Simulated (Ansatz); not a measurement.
Consider the redistribution: `O[SiH](P)S` + `O=C=N[SiH2]O` → `O[SiH2][SiH](O)S` + `O=C=NP`.

Isolated molecules relaxed with PBE0-D4/def2-TZVP in Ansatz; ΔE leaves out vibrations. CCSD(T)/CBS adds triple-zeta CCSD(T) − MP2 to the extrapolated MP2 energy (def2 sets, frozen cores). Functionals use def2-TZVPP. Each species was taken in one conformer, which may not be the lowest.

```
    level  ΔE (kcal/mol)
r2SCAN-D4           35.6
   r2SCAN           35.7
```

Task: What does CCSD(T)/CBS give? (An estimate is asked.)

Result: The calculation gave: +36.2 kcal/mol. The listed levels differ from it by -0.6, -0.5 kcal/mol.

Largest T1 diagnostic among the species: 0.017.

From PBE to PBE0 (25 % exact exchange), in def2-TZVPP and without D4, ΔE moves by +1.9 kcal/mol.
